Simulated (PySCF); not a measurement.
C₃H₈BFO.
Geometry (PBE0-D3(BJ)/def2-SVP, Å), atoms numbered from 1 in this order:
```xyz
14
C3H8BFO angstrom
C      2.1399   -0.3962    0.1878
B      1.3061    0.8515   -0.2657
O     -0.0570    0.8758   -0.3051
C     -0.8433   -0.2169    0.0376
C     -2.2923    0.1776    0.0081
F     -0.6228   -1.2212   -0.8704
H      3.1796   -0.1395    0.4326
H      2.1609   -1.1136   -0.6519
H      1.6962   -0.9413    1.0365
H      1.8178    1.8858   -0.6354
H     -0.5403   -0.6115    1.0249
H     -2.4789    0.9788    0.7361
H     -2.5471    0.5447   -0.9959
H     -2.9267   -0.6853    0.2514
```

The calculation used PBE0-D3(BJ)/def2-SVP geometry optimisation, gas phase (PySCF 2.14.0).

Masses are those of the commonest isotopes; rigid-rotor values at the optimised geometry. The values belong to one conformer with, in the numbering `[CH3:1][BH:2][O:3][C@@H:4]([CH3:5])[F:6]`, C1–B2–O3–C4 -1°, B2–O3–C4–C5 175°.

Give the principal moments of inertia and the rotational constants in GHz.

Ia = 75.04, Ib = 210.77, Ic = 255.57 u·Å²; 505379 MHz·u·Å²/I gives 6734, 2398 and 1977 MHz, that is A = 6.7344, B = 2.3977, C = 1.9775 GHz.

What kind of rotor is it?

An asymmetric top: κ = (2 × 2398 − 6734 − 1977)/(6734 − 1977) = -0.82.

What does the inertial defect say?

Not planar: Δ = Ic − Ia − Ib = -30.25 u·Å². For a rigid frame Δ = −2 Σ m c², so Σ m c² = 15.13 u·Å² lies off the ab plane: 6.56 from hydrogen and 8.56 from heavier atoms. The atom farthest from that plane is 1.35 Å away.

Give the other two planar moments, Paa and Pbb, and the rms extents of the mass along the axes.

Paa = Σ m a² = (Ib + Ic − Ia)/2 = 195.65 and Pbb = Σ m b² = (Ia + Ic − Ib)/2 = 59.92 u·Å². With the mass M = 90.07 u, the rms extents √(P/M) along a, b and c are 1.47, 0.82, 0.41 Å.

Where do the levels up to J = 2 lie, in MHz?

Above 0(0,0):
J = 1: 1(0,1) 4375, 1(1,1) 8712, 1(1,0) 9132
J = 2: 2(0,2) 13097, 2(1,2) 17042, 2(1,1) 18303, 2(2,1) 31313, 2(2,0) 31342
The levels of one J sum to (2J + 1)J(J + 1)(A + B + C)/3.

Which lines would a microwave search look for?

The dipole components are |μa| = 0.67 D, |μb| = 0.09 D, |μc| = 1.54 D. Intensities carry the squares of the components, which stand as 0.19 : 0.00 : 1.00 (a : b : c). Some lines, for components of 0.1 D or more:

```json
{"type": "a", "branch": "Q", "J(Ka,Kc)": "3(1,2) ← 3(1,3)", "MHz": "2520", "lower level (cm⁻¹)": "0.985"}
{"type": "a", "branch": "R", "J(Ka,Kc)": "2(0,2) ← 1(0,1)", "MHz": "8721", "lower level (cm⁻¹)": "0.146"}
{"type": "c", "branch": "Q", "J(Ka,Kc)": "5(2,4) ← 5(1,4)", "MHz": "10623", "lower level (cm⁻¹)": "2.439"}
{"type": "a", "branch": "R", "J(Ka,Kc)": "3(1,3) ← 2(1,2)", "MHz": "12478", "lower level (cm⁻¹)": "0.568"}
{"type": "a", "branch": "R", "J(Ka,Kc)": "3(2,1) ← 2(2,0)", "MHz": "13241", "lower level (cm⁻¹)": "1.045"}
{"type": "a", "branch": "R", "J(Ka,Kc)": "3(1,2) ← 2(1,1)", "MHz": "13737", "lower level (cm⁻¹)": "0.611"}
{"type": "a", "branch": "R", "J(Ka,Kc)": "5(2,4) ← 4(2,3)", "MHz": "21811", "lower level (cm⁻¹)": "2.065"}
{"type": "c", "branch": "R", "J(Ka,Kc)": "3(2,1) ← 2(1,1)", "MHz": "26280", "lower level (cm⁻¹)": "0.611"}
{"type": "c", "branch": "R", "J(Ka,Kc)": "3(2,2) ← 2(1,2)", "MHz": "27396", "lower level (cm⁻¹)": "0.568"}
{"type": "c", "branch": "Q", "J(Ka,Kc)": "5(4,2) ← 5(3,2)", "MHz": "31720", "lower level (cm⁻¹)": "3.561"}
{"type": "c", "branch": "R", "J(Ka,Kc)": "3(3,1) ← 2(2,1)", "MHz": "35877", "lower level (cm⁻¹)": "1.044"}
{"type": "c", "branch": "R", "J(Ka,Kc)": "5(2,4) ← 4(1,4)", "MHz": "37602", "lower level (cm⁻¹)": "1.539"}
{"type": "c", "branch": "R", "J(Ka,Kc)": "4(3,2) ← 3(2,2)", "MHz": "40307", "lower level (cm⁻¹)": "1.482"}
{"type": "c", "branch": "R", "J(Ka,Kc)": "5(4,2) ← 4(3,2)", "MHz": "53719", "lower level (cm⁻¹)": "2.827"}
```

Estimate the classical rotational partition function at 25 K, 200 K and 298.15 K.

Point group C1, symmetry number σ = 1; q = (√π/σ)·√((kT/h)³/(ABC)), k/h = 20836.6 MHz/K: 3730 at 25 K, 84400 at 200 K, 154000 at 298.15 K.

Not checked by PBE0-D3(BJ)/def2-SVP frequencies. These are rigid-rotor constants of the computed structure; measured ground-state constants (B0) also hold zero-point vibration. A rigid rotor knows nothing of internal rotation, which can split or shift real lines. Quadrupole hyperfine structure (11B) is left out.
